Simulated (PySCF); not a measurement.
C2H7ClSi3.

```xyz
13

C      2.5738    -0.2103     0.2952
C      1.2492    -0.4161     0.2511
Si     0.1671    -1.5293     1.3537
Si    -1.7074    -0.9667     0.0274
Si    -0.0002     0.3302    -0.9562
Cl    -0.2146     2.3820    -0.6727
H      3.0829     0.4693    -0.4009
H      3.2232    -0.7034     1.0303
H      0.5833    -2.9670     1.3389
H      0.1102    -1.0614     2.7743
H     -2.2553    -2.0678    -0.8225
H     -2.8141    -0.2120     0.6860
H      0.3457     0.1276    -2.3959
```

Coordinates come from a PBE0-D3(BJ)/def2-SVP optimisation. The geometry has at least one imaginary mode, so it is a saddle point at that level. The structure was generated by enumeration; whether it is a known compound was not checked.

Method: PBE/pcSseg-1 run with PySCF. Non-relativistic, no solvent.

Give the absolute GIAO shielding of each atom: isotropic value and principal components (ppm). (An estimate is asked for; the answer gives what the named calculation found.)


```tsv
atom	σ(iso)	σ11	σ22	σ33	span
C1	20.0	-91.3	5.6	145.7	237.0
C2	19.5	-67.7	-9.2	135.2	202.9
Si3	399.5	342.3	391.7	464.4	122.2
Si4	435.3	406.2	435.7	464.2	58.0
Si5	325.0	276.0	332.8	366.4	90.4
Cl6	910.0	793.1	939.2	997.7	204.6
H7	24.2	20.4	23.5	28.8	8.4
H8	24.3	21.1	23.6	28.2	7.1
H9	26.3	23.1	24.6	31.1	7.9
H10	26.1	23.0	24.3	30.9	7.9
H11	27.2	24.4	24.8	32.4	8.0
H12	27.3	24.2	25.4	32.2	8.0
H13	24.9	21.8	23.5	29.5	7.7
```
